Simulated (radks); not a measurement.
Results of a calculation; reference values are marked as such.
Level of theory: scalar-relativistic Kohn-Sham, SCAN, spin-polarised, spherical densities, finite nucleus; open shells are filled with parallel spins first; meta-GGA in the generalised Kohn-Sham scheme; Fermi nuclear charge, rms radius of each element as measured or else 0.836 A^(1/3) + 0.57 fm (a radial shooting solver on a logarithmic mesh with Libxc functionals). Each species is in its NIST ground configuration. Rank Cr3+, V3+, Fe3+, Sc3+, Co3+, Mn3+, Cu3+, Zn3+, Ni3+, Ti3+ by mean radius of the outermost orbital (bohr), largest first.

Answer. Ti3+ 1.25, V3+ 1.17, Sc3+ 1.13, Cr3+ 1.09, Mn3+ 1.03, Fe3+ 0.971, Co3+ 0.963, Ni3+ 0.911, Cu3+ 0.863, Zn3+ 0.821.
